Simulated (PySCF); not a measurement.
3-methylidenefuran (C5H6O), SMILES C=C1COC=C1.

Coordinates come from a B3LYP-D3(BJ)/def2-SVP optimisation. Other conformers were not sampled.

These are PBE/def2-TZVP in PySCF values and carry that method's errors.

| Quantity | Result |
|---|---|
| total energy | -269.08443 hartree |
| point group | Cs |
| highest occupied level | -4.83 eV |
| lowest empty level | -1.46 eV |
| orbital gap | 3.37 eV |
| dipole moment | 0.14 D |
| quadrupole, principal values (traceless, Buckingham form, about the centre of nuclear charge) | -4.12, -2.96, 7.08 D·Å |
| mean static polarisability | 64.9 bohr³ (9.62 Å³) |
| polarisability, principal values | 40.4, 61.5, 92.7 bohr³ |
